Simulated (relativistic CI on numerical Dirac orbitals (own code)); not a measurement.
# Charge states of barium

Method of calculation: Dirac-Coulomb-Breit CI, separate exchange-only KLI orbitals for each configuration, model QED (radiative potential, 1s self-energy scaled to tabulated hydrogen-like ionisation energies), valence Slater integrals scaled by 0.9 (own radial code, finite nucleus).

Each species is treated in one configuration, given outside its closed core. Radial values are for the open shell of highest l, unscaled and averaged over j; ζ includes the Breit term. Labels give the leading LS character, summed over repeated terms.

```tsv
Ion	Configuration	Its lowest level	LS weight (%)	g_J	g√(J(J+1))	⟨r⟩ (bohr)	⟨r²⟩ (bohr²)	ζ (cm⁻¹)
Ba⁴⁸⁺	2s²2p⁴	³P2	70	1.329	3.26	0.09222	0.01032	2.155e+06
Ba⁴⁹⁺	2s²2p³	J = 3/2 (mixed)	47	1.349	2.61	0.09149	0.01016	2.195e+06
Ba⁵⁰⁺	2s²2p²	³P0	70		0.00	0.09078	0.009992	2.236e+06
Ba⁵¹⁺	2s²2p	²P°1/2	100	0.639	0.55	0.0901	0.009836	2.277e+06
Ba⁵²⁺	2s²	¹S0	100		0.00			
Ba⁵³⁺	2s	²S1/2	100	1.974	1.71	0.1028	0.01246	
Ba⁵⁴⁺	1s²	¹S0	100		0.00
```
